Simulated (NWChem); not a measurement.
# CHF$_{5}$Si; SMILES FC(F)(F)[SiH](F)F

```xyz
8

Si     0.0033     0.9467     0.4249
F     -1.3213     1.6202    -0.2258
F      1.3119     1.6240    -0.2533
C      0.0011    -0.9262    -0.0350
F     -0.0178    -1.1409    -1.3688
F      1.1058    -1.5340     0.4706
F     -1.0861    -1.5387     0.5023
H      0.0183     1.1544     1.8972
```
Atoms are numbered in this order, from 1.

Level: PBE-D3(BJ)/def2-SVP (NWChem), optimised geometry, unscaled harmonic frequencies. 

Q: List the harmonic frequencies with IR intensities, and the thermochemistry.

A: 
```
frequency (cm⁻¹)  IR intensity (km/mol)
----------------  ---------------------
44                                  0.4
114                                 3.0
145                                 6.4
240                                 4.1
268                                 0.8
344                                19.2
423                                53.0
508                                 0.3
517                                17.2
719                                11.3
779                                75.9
795                                16.6
866                               196.6
965                               143.6
1106                              258.0
1124                              204.4
1211                               90.6
2262                               83.4
```

- zero-point energy: 17.8 kcal/mol
- thermal correction to the enthalpy at 298.15 K (with zero-point energy): 23.1 kcal/mol
- heat capacity Cv: 24.6 cal/(mol K)
- entropy at 298.15 K and 1 atm (symmetry number 1): 87.7 cal/(mol K)
- dipole moment: 1.33 D

Rigid rotor and harmonic oscillator; modes under 100 cm⁻¹ make the entropy uncertain.
